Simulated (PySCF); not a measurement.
# Vertical excitation energies

Compound: C₇H₄N₂.
SMILES: `C#CC#C[C@@H](C#N)N=C`

Computed with TDDFT CAM-B3LYP/def2-SVPD, vertical, gas phase, core orbitals frozen in the response (PySCF 2.14.0, density-fitted response routines). Isolated species at its GFN2-xTB geometry (one conformer only). Torsions of this conformer, `[CH:1]#[C:2][C:3]#[C:4][C@@H:5]([C:6]#[N:7])[N:8]=[CH2:9]`: C4–C5–N8–C9 -9°.

Predict the UV-vis stick spectrum at this level.

```tsv
state	E (eV)	ν̃ (cm⁻¹)	f	|μ| (D)	main configurations (H = HOMO, L = LUMO)
S1	4.69	37800	0.0002	0.10	H-1→L (46%), H→L (26%), H→L+1 (20%)
S2	4.93	39750	0.0009	0.22	H→L+1 (41%), H-1→L (36%)
S3	4.96	39970	0.0017	0.30	H-1→L+1 (43%), H→L (24%), H→L+1 (15%)
S4	5.09	41020	0.0008	0.20	H-2→L+2 (32%), H-2→L+1 (28%), H→L+2 (22%)
S5	6.63	53490	0.135	2.32	H-2→L (65%), H→L (10%)
S6	6.79	54750	0.058	1.51	H-1→L+2 (50%), H-1→L+1 (20%), H→L+2 (14%)
S7	6.87	55380	0.023	0.95	H→L+2 (41%), H-2→L+1 (19%), H-1→L+2 (14%)
S8	7.00	56430	0.0028	0.33	H-2→L+2 (41%), H-2→L+1 (35%)
```

Triplets (Tamm–Dancoff): T1 3.86 eV, H→L (35%), H-1→L+1 (30%), H-1→L (10%); T2 4.23 eV, H→L (27%), H-1→L+1 (25%), H-2→L+2 (21%); T3 4.26 eV, H→L+1 (33%), H→L (15%), H-1→L (14%).

The lowest singlet lies at 4.69 eV (265 nm, ultraviolet) and is dark (f under 0.0005); its leading configuration is HOMO-1→LUMO (46%). The strongest level in the table is S5 at 6.63 eV (187 nm, f = 0.135). Löwdin shares by element: HOMO carbon 80% or more (atoms not listed hold the other 20%); LUMO carbon 72% or more (atoms not listed hold the other 28%). Weighted by f, the mean energy of these states is 6.68 eV. The oscillator strengths of these states sum to 0.223; summed over the whole spectrum of an exact calculation they would give the number of electrons, 60 (Thomas–Reiche–Kuhn). The listed states span 2.31 eV, and the widest gap between neighbours is 1.55 eV (S4 to S5). No computed singlet lies in the visible range (380 to 750 nm); the lowest, at 265 nm, stands 1.42 eV above its violet end (3.26 eV). The window holds the lowest 8 singlets.

The run took 49 s wall on Arm Neoverse V1, one thread, no GPU, shared host.
